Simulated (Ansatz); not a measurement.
Reaction (formal exchange of groups at a C–O bond): `C[O][Mo](=[NH])(=[NH])[NH2]` + `CC[BH][AlH2]` → `CCC[BH][AlH2]` + `[NH]=[Mo](=[NH])([NH2])[OH]`

Computed with Ansatz on PBE0-D4/def2-TZVP structures; ΔE is electronic, products minus reactants. CCSD(T)/CBS adds triple-zeta CCSD(T) − MP2 to the extrapolated MP2 energy (def2 sets, frozen cores). Functionals use def2-TZVPP. B3LYP here is the variant with VWN-RPA as its local correlation; programs differ in this. Elements past krypton have def2 core potentials. For Mo outer-core shells are correlated without core-valence functions, which leaves a few kJ/mol of doubt a bond. One conformer a species, not always the lowest.

Q: Is it downhill or uphill in electronic energy at CCSD(T)/CBS, and by how much? (An estimate is asked.)

A: Computed: Downhill: ΔE = -0.54 eV.

Q: What do these levels give: PBE-D4, PBE0-D4, B3LYP-D4, ωB97X-V, ωB97M-V, PBE, PBE0, B3LYP, MP2/def2-TZVPP, CCSD/def2-TZVPP, CCSD(T)/def2-TZVPP, MP2/def2-QZVPP? (Best estimate.)

A: Ansatz gave: PBE-D4 -0.48, PBE0-D4 -0.52, B3LYP-D4 -0.44, ωB97X-V -0.50, ωB97M-V -0.53, PBE -0.47, PBE0 -0.51, B3LYP -0.42, MP2/def2-TZVPP -0.54, CCSD/def2-TZVPP -0.51, CCSD(T)/def2-TZVPP -0.51, MP2/def2-QZVPP -0.56 eV.

Largest T1 diagnostic among the species: 0.022, so the coupled-cluster value is less sure than usual.

From PBE to PBE0 (25 % exact exchange), in def2-TZVPP and without D4, ΔE moves by −0.04 eV. In def2-TZVPP, CCSD(T) changes the Hartree–Fock value by −0.09 eV (the triples alone add +0.01 eV) and MP2 by −0.12 eV.
